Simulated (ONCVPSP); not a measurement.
# osmium (Os): one change to an ONCV potential, before and after

* Element: Os
* Generator: ONCVPSP 4.0.1
* Type: optimised norm-conserving Vanderbilt (ONCV)
* Functional: LDA (Perdew-Zunger)
* Relativity: scalar-relativistic
* Frozen core: [Kr] 4d10 4f14
* Valence charge: 16
* Reference configuration: 5s2 5p6 5d6 6s2
* Partial waves: 5s+6s: rc 1.55 bohr, ncon 3, nbas 8, qcut 9.7 1/bohr, 2 projectors; 5p: rc 1.45 bohr, ncon 4, nbas 8, qcut 9.1 1/bohr, 2 projectors, debl 2.2 Ha; 5d: rc 2.50 bohr, ncon 5, nbas 10, qcut 7.3 1/bohr, 1 projector
* Local potential: polynomial inside 1.35 bohr (lpopt 5, dvloc0 0 Ha)
* Core correction: Teter function, fcfact 5.75, rcfact 1.3

Change: p: ncon 3, nbas 7.

Cutoffs: the cutoffs (Ha) at which the residual kinetic energy of the hardest occupied pseudo-wave falls to 1 and 0.1 mHa per electron; they do not see the model core or the augmentation charge, which bear on the density cutoff. Errors are all-electron minus pseudo energies relative to the spin-unpolarised reference configuration.

What does the change do?

The potential gets neither clearly harder nor softer (30 Ha and 36 Ha → 30 Ha and 35 Ha); of the 4 tests that both files solve, the error grows in 0 and shrinks in 1 by more than 15 % and 0.3 meV (median size 6.1 → 6.1 meV); neither file shows a bound ghost.

```csv
quantity,base,changed
"cutoff, loose",30 Ha,30 Ha
"cutoff, tight",36 Ha,35 Ha
loose cutoff by channel,"s 30 Ha, p 30 Ha, d 16 Ha","s 30 Ha, p 29 Ha, d 16 Ha"
bound ghosts,none,none
GHOST(+) flags under 300 eV,s at 289.6 eV,s at 289.6 eV
"error for 5s2 5p6 5d6 6s1, meV [ΔE 9.86 eV]",-3.2,-3.2
"error for 5s2 5p6 5d6 6s0, meV [ΔE 27.15 eV]",-9.0,-9.0
"error for 5s2 5p6 5d5 6s0, meV [ΔE 56.30 eV]",-14,-14
"error for 5s2 5p6 5d5 6s2 6p1, meV [ΔE 6.15 eV]",+3.2,+0.3
s: phases at 1.57 bohr within 0.05 rad from the reference energy up to (Ha; the scan ends near 5),to the end of the scan,to the end of the scan
p: phases at 1.47 bohr within 0.05 rad from the reference energy up to (Ha; the scan ends near 5),to the end of the scan,to the end of the scan
d: phases at 2.53 bohr within 0.05 rad from the reference energy up to (Ha; the scan ends near 5),5.0,5.0
"rms error of d²Exc/dni dnj with the model core, mHa",1.14,1.13
```
